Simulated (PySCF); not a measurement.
Radial density of Cl (chlorine, neutral)

UHF, [Ne] 3s2 3p5, 2P determinant. Computed with PySCF 2.14 in aug-cc-pwCVTZ, with the non-relativistic Hamiltonian (point nucleus).

```tsv
r (bohr)	4πr²ρ (e/bohr)	4πr²(ρα − ρβ)
0.00190	0.1365	0.0000
0.00319	0.3697	0.0000
0.00537	0.9712	0.0000
0.00903	2.428	0.0000
0.0152	5.573	0.0001
0.0255	11.11	0.0007
0.0430	17.56	0.0037
0.0723	19.25	0.0172
0.122	14.29	0.0620
0.204	15.24	0.1334
0.344	19.17	0.0946
0.579	8.605	-0.0021
0.973	3.720	0.3987
1.64	4.144	0.6111
2.75	1.107	0.1593
4.63	0.06140	0.0059
7.79	0.0001308	0.0000
```

Question: Where is the radial spin density 4πr²(ρα − ρβ) most negative, and why is it negative at all?

Answer: Around r = 0.579 bohr, down to -0.0021 e/bohr: exchange with the open shell polarises the paired shells in an unrestricted calculation.
